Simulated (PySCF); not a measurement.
# Correlation energy of Eu⁺ (europium, charge +1)

Starting occupation: [Xe] 4f7 6s1, 4f5/2 with m_j = -5/2, -3/2, -1/2, +1/2, +3/2, +5/2, 4f7/2 with m_j = +7/2, 6s1/2 with m_j = +1/2. Calculation: PySCF 2.14, in x2c-TZVPPall-2c (11s11p10d4f2g, 140 functions); X2C-1e with screened-nucleus spin-orbit coupling, Gaussian nucleus. Frozen: [Ar] 3d10; 34 electrons correlated; the 18 highest virtual spinors left out.

MP2 pair energies summed by pair of shells (mhartree):

```tsv
pair	energy	share (%)
4d-4f	-263.86	19.4
4d-4d	-178.59	13.2
4f-5p	-163.19	12.0
4f-4f	-136.68	10.1
5p-5p	-122.03	9.0
4d-5p	-103.34	7.6
4d-4p	-99.52	7.3
4f-4p	-50.42	3.7
5p-5s	-35.10	2.6
4f-5s	-33.22	2.4
4d-5s	-32.61	2.4
4p-4p	-24.50	1.8
4d-4s	-22.97	1.7
5p-6s	-20.01	1.5
4p-5p	-14.78	1.1
4p-4s	-12.98	1.0
4f-4s	-12.25	0.9
4p-5s	-7.92	0.6
4f-6s	-7.03	0.5
5s-5s	-6.16	0.5
4d-6s	-2.79	0.2
4s-5p	-2.42	0.2
4s-4s	-2.07	0.2
5s-6s	-1.12	0.1
4s-5s	-1.09	0.1
4p-6s	-0.40	0.0
4s-6s	-0.06	0.0
```

Total MP2 correlation energy: -1357.1 mhartree.

The GHF reference relaxed away from the jj start to a determinant that is no pure jj level (⟨S²⟩ = 19.94, ⟨J²⟩ = 20.01); the energies belong to that determinant.

This basis was not built for core-valence correlation, so the inner-shell part is incomplete.
